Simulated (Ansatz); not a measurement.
Ansatz (a program for electronic structure) input for CH9ClN2Si2, SMILES C[Si@@](N)(Cl)[SiH2]N, CAM-B3LYP/def2-SVPD. The structure is a stationary point at r2SCAN-D4/def2-SVP. The structure was generated by enumeration; whether it is a known compound was not checked. The values are those of a single conformer.

Ansatz 0.2 input:
```yaml
crystal:
  periodic: [false, false, false]
  atoms:
    - {symbol: C, position_ang: [-1.42749393, -1.62069193, -0.30854241]}
    - {symbol: Si, position_ang: [-0.56066104, 0.02679036, -0.11878299]}
    - {symbol: N, position_ang: [-0.92779091, 0.97111824, -1.52318649]}
    - {symbol: Cl, position_ang: [-1.29088015, 0.87938112, 1.68122739]}
    - {symbol: Si, position_ang: [1.77582666, -0.08320052, 0.06907782]}
    - {symbol: N, position_ang: [2.55683271, -0.89462163, -1.26650067]}
    - {symbol: H, position_ang: [-2.51361373, -1.47636931, -0.43464775]}
    - {symbol: H, position_ang: [-1.27792672, -2.24900000, 0.58290627]}
    - {symbol: H, position_ang: [-1.04600355, -2.16166870, -1.18950823]}
    - {symbol: H, position_ang: [-0.52269458, 1.90088608, -1.60174457]}
    - {symbol: H, position_ang: [-1.88749832, 0.99017159, -1.86283411]}
    - {symbol: H, position_ang: [2.29442215, 1.32004049, 0.15622038]}
    - {symbol: H, position_ang: [2.15191983, -0.82314524, 1.31222525]}
    - {symbol: H, position_ang: [2.34910876, -0.56078645, -2.20473360]}
    - {symbol: H, position_ang: [2.54660096, -1.91118991, -1.26381236]}
basis:
  gaussian:
    orbitals: def2-SVPD
hamiltonian:
  xc: {name: CAM-B3LYP}
```

It prints:

```
WARN ansatz: RAYON_NUM_THREADS=2 ignored (pool sized by the plan → 2); use --threads N
Functional definition: CAM-B3LYP
integrals: 0.24 GiB planned
1845 factors; their error is unknown
integrals: 0.26 GiB planned
795 factors; integrals over basis functions are off by at most 1.8e-5 eV
mean field: 2.17 GiB planned
mean field evaluation 1: about -32421.5789 eV, gradient 7.2e1 eV
mean field evaluation 2: about -32417.5860 eV, gradient 8.2e1 eV
mean field evaluation 4: about -32432.1640 eV, gradient 2.6e0 eV
mean field evaluation 8: about -32432.1808 eV, gradient 1.3e-1 eV
mean field evaluation 16: about -32432.3124 eV, gradient 2.5e-4 eV
mean field -32432.31238103 eV, -1191.8654965918 hartree, gradient 5.0e-5 eV, S^2 0.000000; 0 other end points of the search recorded, 0 dependent functions left out
reference -32432.31254441 eV, -1191.8655025961 hartree; 37, 37 occupied and 170, 170 virtual orbitals, 1845 factors
Total energy: -32432.31254441 eV, -1191.8655025961 hartree
```

The calculation finished and met its thresholds.

Cost: about 9 core-seconds (a rough figure).
